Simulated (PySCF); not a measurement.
Species: C₂H₆OSi.
Numbering: `[CH2:1]=[CH:2][O:3][SiH3:4]` (hydrogens: H5, H6 on C1; H7 on C2; H8, H9, H10 on Si4)

Method: EOM-IP-CCSD/aug-cc-pVDZ in PySCF, restricted Hartree–Fock reference, frozen core, non-relativistic, gas phase, PBE0-D3(BJ)/def2-SVP geometry.

Hartree–Fock orbital energies give these Koopmans values (eV): HOMO 9.56, HOMO-1 12.93, HOMO-2 12.99, HOMO-3 14.09, HOMO-4 14.87, HOMO-5 16.33, HOMO-6 17.28, HOMO-7 18.55.

Problem. What vertical ionisation energies does EOM-IP-CCSD give?

Solution. 
```
leading hole (HF orbital)  Koopmans (eV)  EOM-IP-CCSD (eV)  change (eV)  one-hole share
                     HOMO           9.56              9.26        -0.30            0.96
                   HOMO-1          12.93             11.66        -1.27            0.95
                   HOMO-2          12.99             12.25        -0.74            0.95
                   HOMO-3          14.09             13.06        -1.03            0.95
                   HOMO-4          14.87             13.66        -1.21            0.95
                   HOMO-5          16.33             14.40        -1.93            0.93
                   HOMO-6          17.28             15.80        -1.48            0.94
                   HOMO-7          18.55             16.69        -1.86            0.93
```

Problem. Does the order of the lines follow the orbital energies?

Solution. Yes, no two lines change places. The corrections run from -1.93 to -0.30 eV, with a mean of -1.23 eV over the 8 lines; no line lies above its Koopmans value.

Problem. At what kinetic energies would He I light (21.22 eV) eject these electrons?

Solution. 11.96 eV (HOMO), 9.56 eV (HOMO-1), 8.97 eV (HOMO-2), 8.16 eV (HOMO-3), 7.56 eV (HOMO-4), 6.82 eV (HOMO-5), 5.42 eV (HOMO-6), 4.53 eV (HOMO-7).

One root was sought for each valence orbital with −ε under 21 eV, eight at most, so deeper holes and satellites are missing; no vibrational structure.

Shape of the structure used: `[CH2:1]=[CH:2][O:3][SiH3:4]`: C1–C2–O3–Si4 0°.

One conformer stands for the species.
